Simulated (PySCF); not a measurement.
H₉Si₄, SMILES [SiH2][SiH2][SiH2][SiH3], multiplicity 2.

Geometry: PBE-D3(BJ)/def2-SVP. The isomer is the one that the SMILES or the coordinates give; other isomers of the formula were not compared. One conformer was computed; it need not be the lowest.

Calculation: PBE-D3(BJ)/def2-SVP run with PySCF 2.14.0.

Frequencies are harmonic and unscaled.

Computed vibrational spectrum:
| mode | ν (cm⁻¹) | IR (km/mol) | moving atoms (share of kinetic energy) |
|---|---|---|---|
| 1 | 33 | 0.0 | Si 77 %, H 23 % |
| 2 | 60 | 0.6 | Si 83 %, H 17 % |
| 3 | 90 | 0.0 | H 96 % |
| 4 | 109 | 0.2 | Si 83 %, H 17 % |
| 5 | 112 | 0.0 | H 92 %, Si 8 % |
| 6 | 283 | 13.3 | H 97 % |
| 7 | 327 | 0.1 | H 92 %, Si 8 % |
| 8 | 365 | 0.3 | Si 82 %, H 18 % |
| 9 | 420 | 0.9 | Si 89 %, H 11 % |
| 10 | 433 | 4.9 | H 95 % |
| 11 | 441 | 17.1 | H 68 %, Si 32 % |
| 12 | 452 | 8.0 | Si 69 %, H 31 % |
| 13 | 508 | 2.0 | H 74 %, Si 26 % |
| 14 | 548 | 0.1 | H 77 %, Si 23 % |
| 15 | 629 | 275.6 | H 87 %, Si 13 % |
| 16 | 646 | 2.9 | H 91 %, Si 9 % |
| 17 | 701 | 0.0 | H 97 % |
| 18 | 713 | 8.2 | H 87 %, Si 13 % |
| 19 | 827 | 275.3 | H 91 %, Si 9 % |
| 20 | 867 | 59.2 | H 96 % |
| 21 | 875 | 53.4 | H 96 % |
| 22 | 878 | 41.8 | H 95 % |
| 23 | 901 | 26.1 | H 98 % |
| 24 | 904 | 59.4 | H 97 % |
| 25 | 2125 | 77.1 | H 98 % |
| 26 | 2138 | 43.7 | H 98 % |
| 27 | 2140 | 58.3 | H 98 % |
| 28 | 2146 | 5.8 | H 96 % |
| 29 | 2148 | 75.6 | H 99 % |
| 30 | 2150 | 1.2 | H 96 % |
| 31 | 2159 | 101.3 | H 96 % |
| 32 | 2164 | 82.1 | H 96 % |
| 33 | 2169 | 154.0 | H 96 % |
